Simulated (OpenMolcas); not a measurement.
**Computed levels of neutral tantalum**

```json
{
 "Program": "OpenMolcas 26.06",
 "Method": "CASSCF",
 "Basis": "ANO-RCC-VQZP [9s8p6d4f3g2h]",
 "Scalar Hamiltonian": "DKH2, point nucleus",
 "Active space": "3 electrons in 5 orbitals (5d)",
 "State averaging": "2S+1 = 4 even, 10 roots; 2S+1 = 2 even, 40 roots",
 "Spin-orbit coupling": "RASSI with atomic mean-field integrals over the reference wave functions, term energies averaged over their components"
}
```

Spin-free terms above the lowest, with the occupations of the reference:

```
Configuration   Term  E (cm-1)  Occupations
      5d3 6s2     4F       0.0      5d 3.00
      5d3 6s2     4P      9270      5d 3.00
      5d3 6s2     2G      9754      5d 3.00
      5d3 6s2     2H     12762      5d 3.00
      5d3 6s2     2P     12762      5d 3.00
      5d3 6s2  2D(1)     13922      5d 3.00
      5d3 6s2     2F     21784      5d 3.00
      5d3 6s2  2D(2)     34253      5d 3.00
```

With spin-orbit coupling, above the lowest level:

```
Configuration   Term     J  E (cm-1)  Measured (cm-1)  Term weight %    Second
      5d3 6s2     4F   3/2       0.0              0.0             94   5 2D(1)
      5d3 6s2     4F   5/2      2067             2010             98          
      5d3 6s2     4F   7/2      4277             3964             97      3 2G
      5d3 6s2     4F   9/2      6360             5621             88     11 2G
      5d3 6s2     4P   3/2     10565             6069             61     28 2P
      5d3 6s2     4P   1/2     11298             6049             82     18 2P
      5d3 6s2     2G   7/2     13075                              95      3 4F
      5d3 6s2     2H   9/2     13603                              49     42 2G
      5d3 6s2     4P   5/2     14293             9253             95   4 2D(1)
      5d3 6s2  2D(1)   3/2     16296                              51     32 4P
      5d3 6s2     2P   1/2     17218                              82     18 4P
      5d3 6s2     2H  11/2     18257                             100          
      5d3 6s2     2H   9/2     19113                              50     47 2G
      5d3 6s2  2D(1)   5/2     20005                              93      4 4P
      5d3 6s2     2P   3/2     22002                              58  33 2D(1)
      5d3 6s2     2F   7/2     26206                              98          
      5d3 6s2     2F   5/2     26457                              94   5 2D(2)
      5d3 6s2  2D(2)   5/2     39387                              93      5 2F
      5d3 6s2  2D(2)   3/2     39774                              99
```

Against the 6 measured excited levels shown (NIST Handbook of Basic Atomic Spectroscopic Data) the mean absolute deviation is 2600 cm-1; the largest miss in energy is 5d3 6s2 4P 1/2: computed 11298, measured 6049 cm-1 (+86.8 %).

Spin-orbit coupling puts the lowest level 4602 cm-1 below the lowest spin-free term.

A least-squares Racah fit to the terms below 60000 cm-1, each weighted by 2L + 1 and with a free common offset, gives B = 602 cm-1 and C = 2395 cm-1 (C/B = 3.98), with an rms deviation of 69 cm-1.

For 4F the intervals divided by the larger J are 827.0, 631.4, 462.8 cm-1. Landé's interval rule makes them equal in pure LS coupling; they differ by 57 % of their mean. The multiplet is regular.

Without dynamic correlation excited terms often stand tens of per cent too high (terms of higher spin than the ground term too low), and those without a measured partner can miss by more than the paired ones. With the s shell closed, the reference lacks s² → p², s² → d² and s → d mixing, so excited terms can stand far too high and out of order, with CASPT2 too. Computed and measured levels are paired by configuration, term and J; levels that our copy of the source lacks, or whose pairing is in doubt (as where it misses far off the trend of its configuration), stay unpaired and out of the deviations. Levels of configurations outside the active space are missing.

The term weight is that of the spin-free term in the level, not the purity of its configuration. A number in round brackets counts repeated terms of one configuration in the order of the reference energies.
